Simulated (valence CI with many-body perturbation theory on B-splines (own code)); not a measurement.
# E1 transitions of Ge19+

Method: relativistic CI+MBPT: three valence electrons over a frozen Dirac-Fock core [Ne], a basis of 11 s, 11 p, 9 d, 7 f, 5 g, 2 h, 1 i functions for each j, with the one-electron correlation potential Σ1 (screened to all orders), the two-electron term Σ2, the three-electron term Σ3, Breit, model QED; selected single and double excitations, second order for the rest (own B-spline code, finite nucleus).

No measured levels were compared; by estimate levels of excited configurations hold to 0.05 to 0.15 % of their energy, terms of the ground configuration to about 0.5 %.

Lines 151 to 200 of 274 in falling wavelength, among levels below 201.03 eV, chosen from the strongest by gf and those to the six lowest levels. Wavelengths and rates use the calculated energies, so an error of 400 cm⁻¹ moves a line at 170.6 Å by 0.068 % and its rate by three times that or more. Electric multipoles are in the length gauge, E1 and E2 with the static RPA response of the core. Weak lines are less certain than strong ones. Lines between different terms over intervals too small for the method are left out, as are lines whose strength nearly cancels. The highest levels of a list are the least certain.

Names give the largest LS component (configuration and term), which can be under half, so a name can repeat, a term be missing and a line seem to break the LS rules; names also repeat where a configuration has a term twice. Letters in brackets count levels of one name in rising energy.

| λ vac (Å) | Upper | Lower | A (s⁻¹) | log gf | Branch % |
| --- | --- | --- | --- | --- | --- |
| 170.6 | 3p2.3d 2D_3/2 | 3p3 2P°_3/2 | 6.56e+09 | -0.94 | 14.8 |
| 169.5 | 3p3 2P°_3/2 | 3s.3p2 4P_5/2 | 2.68e+08 | -2.34 | 0.9 |
| 168.6 | 3s.3p.3d 2F°_5/2 [b] | 3s.3p2 2P_3/2 | 3.29e+09 | -1.08 | 3.9 |
| 168.1 | 3p3 2P°_1/2 | 3s.3p2 4P_3/2 | 1.41e+08 | -2.92 | 0.5 |
| 167.9 | 3s.3p.3d 4F°_3/2 | 3s.3p2 4P_1/2 | 8.85e+07 | -2.82 | 5.1 |
| 167.6 | 3s.3p.3d 2D°_3/2 [a] | 3s.3p2 2D_3/2 | 4.50e+10 | -0.12 | 80.5 |
| 167.4 | 3s.3p2 2P_3/2 | 3s2.3p 2P°_1/2 | 1.53e+10 | -0.59 | 22.2 |
| 167.2 | 3s.3p.3d 2D°_5/2 [a] | 3s.3p2 2D_3/2 | 1.40e+10 | -0.45 | 30.4 |
| 166.8 | 3s.3p.3d 2P°_1/2 [a] | 3s.3p2 2S_1/2 | 4.88e+10 | -0.39 | 75.4 |
| 165.4 | 3p2.3d 2P_1/2 [b] | 3p3 2P°_1/2 | 3.96e+10 | -0.49 | 68.8 |
| 165.2 | 3p2.3d 2D_3/2 | 3p3 2P°_1/2 | 7.87e+09 | -0.89 | 17.8 |
| 164.4 | 3s.3p.3d 2F°_5/2 [a] | 3s.3p2 2D_5/2 | 1.67e+10 | -0.39 | 53.5 |
| 163.5 | 3p2.3d 2F_7/2 [b] | 3s.3p.3d 4P°_5/2 | 3.08e+09 | -1.01 | 3.2 |
| 163.0 | 3s.3p.3d 4P°_5/2 | 3s.3p2 4P_5/2 | 4.57e+09 | -0.96 | 10.8 |
| 162.9 | 3p3 2P°_3/2 | 3s.3p2 4P_3/2 | 1.60e+09 | -1.59 | 5.5 |
| 162.5 | 3s.3p.3d 2P°_1/2 [b] | 3s.3p2 2P_3/2 | 2.20e+10 | -0.76 | 20.9 |
| 161.9 | 3s.3d2 4F_3/2 | 3s.3p.3d 4D°_1/2 | 2.88e+10 | -0.34 | 35.7 |
| 161.8 | 3s.3p.3d 4D°_3/2 | 3s.3p2 4P_5/2 | 8.50e+08 | -1.87 | 1.6 |
| 161.5 | 3p2.3d 2P_3/2 [b] | 3p3 2P°_3/2 | 2.29e+10 | -0.45 | 38.3 |
| 161.4 | 3s.3d2 4F_3/2 | 3s.3p.3d 4D°_3/2 | 6.50e+09 | -0.99 | 8.1 |
| 161.2 | 3p2.3d 4P_5/2 | 3p3 4S°_3/2 | 3.06e+10 | -0.15 | 37.0 |
| 161.2 | 3p2.3d 2S_1/2 | 3p3 2P°_3/2 | 4.76e+10 | -0.43 | 68.9 |
| 161.1 | 3s.3p.3d 2F°_5/2 [a] | 3s.3p2 2D_3/2 | 1.09e+10 | -0.60 | 34.7 |
| 161.0 | 3p3 2P°_1/2 | 3s.3p2 4P_1/2 | 4.23e+07 | -3.48 | 0.1 |
| 159.8 | 3s.3p.3d 2D°_5/2 [b] | 3s.3p2 2P_3/2 | 8.25e+10 | 0.28 | 70.7 |
| 159.6 | 3s.3p.3d 2P°_3/2 [b] | 3s.3p2 2P_3/2 | 4.55e+10 | -0.16 | 43.2 |
| 159.4 | 3s.3p.3d 2P°_3/2 [a] | 3s.3p2 2P_1/2 | 6.77e+10 | 0.01 | 78.9 |
| 159.3 | 3p2.3d 4P_3/2 [a] | 3p3 4S°_3/2 | 1.00e+10 | -0.82 | 11.9 |
| 159.3 | 3s2.3d 2D_3/2 | 3s2.3p 2P°_3/2 | 1.52e+10 | -0.63 | 22.1 |
| 159.0 | 3p2.3d 4P_5/2 | 3p3 2D°_5/2 | 1.55e+10 | -0.45 | 18.8 |
| 158.2 | 3s.3p.3d 2D°_3/2 [b] | 3s.3p2 2S_1/2 | 6.20e+10 | -0.03 | 60.1 |
| 157.5 | 3s2.3d 2D_5/2 | 3s2.3p 2P°_3/2 | 5.71e+10 | 0.11 | 100.0 |
| 157.2 | 3p2.3d 2P_1/2 [a] | 3p3 2D°_3/2 | 2.33e+10 | -0.76 | 51.6 |
| 156.9 | 3s.3p.3d 4P°_5/2 | 3s.3p2 4P_3/2 | 3.46e+10 | -0.12 | 81.8 |
| 156.6 | 3p2.3d 2P_3/2 [b] | 3p3 2P°_1/2 | 7.51e+09 | -0.96 | 12.6 |
| 156.2 | 3p3 2P°_3/2 | 3s.3p2 4P_1/2 | 2.22e+09 | -1.49 | 7.6 |
| 155.8 | 3s.3p.3d 4D°_3/2 | 3s.3p2 4P_3/2 | 1.05e+10 | -0.82 | 19.4 |
| 155.3 | 3s.3p.3d 4D°_1/2 | 3s.3p2 4P_3/2 | 1.81e+09 | -1.88 | 2.9 |
| 155.2 | 3p2.3d 4P_1/2 | 3p3 4S°_3/2 | 5.57e+10 | -0.40 | 53.3 |
| 154.3 | 3s.3p.3d 2F°_7/2 [a] | 3s.3p2 2D_5/2 | 2.47e+10 | -0.15 | 79.4 |
| 153.8 | 3p2.3d 4P_5/2 | 3p3 2D°_3/2 | 9.10e+09 | -0.71 | 11.0 |
| 153.7 | 3s.3p.3d 4D°_7/2 | 3s.3p2 4P_5/2 | 5.45e+10 | 0.19 | 96.1 |
| 153.4 | 3s.3p.3d 4D°_5/2 | 3s.3p2 4P_5/2 | 3.90e+10 | -0.08 | 68.6 |
| 153.0 | 3s.3p.3d 4P°_3/2 | 3s.3p2 4P_5/2 | 1.68e+10 | -0.63 | 34.4 |
| 152.6 | 3p2.3d 4P_3/2 [b] | 3p3 4S°_3/2 | 4.66e+10 | -0.19 | 52.8 |
| 152.6 | 3p2.3d 2D_5/2 [a] | 3p3 4S°_3/2 | 1.37e+10 | -0.54 | 16.9 |
| 152.1 | 3p2.3d 4P_3/2 [a] | 3p3 2D°_3/2 | 4.57e+10 | -0.20 | 54.3 |
| 150.6 | 3p2.3d 2D_5/2 [a] | 3p3 2D°_5/2 | 2.39e+10 | -0.31 | 29.5 |
| 149.7 | 3s.3p.3d 2D°_3/2 [a] | 3s.3p2 4P_5/2 | 1.49e+08 | -2.70 | 0.3 |
| 149.7 | 3s.3p.3d 4D°_3/2 | 3s.3p2 4P_1/2 | 4.02e+10 | -0.27 | 74.2 |

How does gf follow from A for the line at 169.5 Å?

gf = 1.4992 × (2J+1)_upper × A / σ², with σ = 590098 cm⁻¹ and 2J+1 = 4: gf = 0.00461.
